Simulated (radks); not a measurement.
Neutral gold, [Xe] 4f14 5d10 6s1. Calculated with a radial shooting solver on a logarithmic mesh with Libxc functionals: non-relativistic Kohn-Sham, r2SCAN, spin-polarised, spherical densities, point nucleus; meta-GGA in the generalised Kohn-Sham scheme. Every spin shell is full or empty, so the densities are truly spherical. Functionals are evaluated on that one density, not self-consistently. Rank these exchange functionals by their error against the exact value of the orbitals, and give that value: LDA, PBE, revPBE, PW86, OPTX, WC, B86b, G96, EV93, APBE, MS2, Tao-Mo, MVS.

Answer. Exact: -338.172 hartree. From best to worst, with 100 (|E| - |E exact|)/|E exact| (equal figures are ties): B86b +0.03, MVS +0.10, revPBE -0.23, APBE +0.28, PBE -0.32, PW86 -0.35, EV93 -0.48, G96 +0.49, WC -0.60, MS2 -0.64, Tao-Mo -0.81, OPTX +1.91, LDA -3.80.
